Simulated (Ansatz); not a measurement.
```yaml
crystal:
  periodic: [false, false, false]
  atoms:
    - {symbol: O, position_ang: [-0.710376, 0.825881, -0.843139]}
    - {symbol: In, position_ang: [1.091686, -0.311275, -1.224916]}
    - {symbol: O, position_ang: [0.711665, -0.823909, 0.843745]}
    - {symbol: In, position_ang: [-0.581013, 1.767238, -0.961160]}
    - {symbol: H, position_ang: [-0.631013, 1.767238, -1.011160]}
    - {symbol: H, position_ang: [2.347349, 0.850431, -1.290049]}
    - {symbol: H, position_ang: [0.685822, -1.715851, -2.115322]}
    - {symbol: H, position_ang: [0.634948, -1.765049, 1.014162]}
    - {symbol: H, position_ang: [-2.347084, -0.852742, 1.285769]}
    - {symbol: H, position_ang: [-0.690457, 1.714923, 2.116532]}
basis:
  gaussian: {orbitals: def2-SVP}
hamiltonian: {xc: {name: PBE0}}
```

```sh
$ ansatz run in.yaml --threads 4 --pin off --events-out ev --progress --plain --max-ram 10444MiB
```

Shortened log:

```
Functional definition: PBE0
1250 factors; integrals over basis functions are off by at most 9.6e-4 eV
mean field evaluation 1: about -10697.3644 eV, gradient 8.7e1 eV
mean field evaluation 2: about -10426.3164 eV, gradient 2.3e2 eV
mean field evaluation 4: about -10710.6567 eV, gradient 3.5e1 eV
mean field evaluation 8: about -10717.9913 eV, gradient 1.2e1 eV
mean field evaluation 16: about -10719.3574 eV, gradient 1.2e0 eV
mean field -10719.36606983 eV, -393.9294372189 hartree, gradient 1.1e-5 eV, S^2 0.000000; 2 other end points of the search recorded, 0 dependent functions left out
reference -10719.36610935 eV, -393.9294386713 hartree; 32, 32 occupied and 78, 78 virtual orbitals, 1250 factors
Total energy: -10719.36610935 eV, -393.9294386713 hartree
```

Question: What is wrong with this run?

Answer: One atom was put on top of another. The calculation finished and met its thresholds. The result belongs to that input, not to the molecule as meant.
